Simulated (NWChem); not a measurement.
## Total energies of hydrogen iodide (HI)

```
I
H 1 1.6328
```
Charge 0, spin multiplicity 1.

Program: NWChem. Structure: optimised with PBE/def2-SVP with def2 effective core potentials on I, a minimum by its harmonic frequencies.

Basis set: def2-SVP (31 functions).

```tsv
method	total energy (Ha)
RHF	-297.23118
MP2	-297.35978
B2PLYP	-298.01115
PBE	-298.27905
B3LYP	-298.39273
LDA (SVWN5)	-297.86809
CCSD(T)	-297.37563
```

Total energies of different functionals aren't comparable as a measure of quality: only differences taken within one method are. 

Effective core potentials replace the inner electrons of I; spin-orbit coupling is left out. The correlated methods keep 4 core orbitals frozen. B3LYP has NWChem's definition, with VWN1-RPA local correlation. No row is a measurement; the coupled-cluster row has its own basis-set and correlation limits.
